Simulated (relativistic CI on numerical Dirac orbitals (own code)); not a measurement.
# Slater and spin-orbit integrals, Gd XI

Calculated at this level of theory: Dirac-Coulomb-Breit CI, separate exchange-only KLI orbitals for each configuration, model QED, unscaled Slater integrals (own radial code, finite nucleus).

Slater integrals F^k, G^k are unscaled and averaged over j, outside the closed core [Kr] 4d10; ζ comes from projecting the Hamiltonian with its Breit term on Σ l·s of the shell.

- 4f⁵5s²5p: F^2(4f,4f) = 138550, F^4(4f,4f) = 88132, F^6(4f,4f) = 63759, ζ(4f) = 1776.1, F^2(4f,5p) = 64670, G^2(4f,5p) = 27745, G^4(4f,5p) = 23269, ζ(5p) = 36241 cm⁻¹; <r>(4f) = 0.7152, <r^2>(4f) = 0.614, <r>(5p) = 1.296, <r^2>(5p) = 1.875 (bohr units).
- 4f⁶5s²: F^2(4f,4f) = 134640, F^4(4f,4f) = 85470, F^6(4f,4f) = 61780, ζ(4f) = 1654.2 cm⁻¹; <r>(4f) = 0.7323, <r^2>(4f) = 0.6462 (bohr units).
- 4f⁷5s: F^2(4f,4f) = 131420, F^4(4f,4f) = 83292, F^6(4f,4f) = 60165, ζ(4f) = 1563.1, G^3(4f,5s) = 33638 cm⁻¹; <r>(4f) = 0.7472, <r^2>(4f) = 0.6742, <r>(5s) = 1.203, <r^2>(5s) = 1.611 (bohr units).

Averages of the first 5 configurations, taken without configuration mixing, which lowers the lowest level and can move excited configurations by several eV; other configurations of the list can lie among them:

```tsv
Configuration	Parity	States	Average energy above the lowest level (eV)
4f⁵5s²5p	even	12012	15.1
4f⁶5s²	even	3003	14.3
4f⁷5s	odd	6864	41.4
4f⁵5s²6s	odd	4004	80.9
4f⁵5s²7s	odd	4004	120.0
```
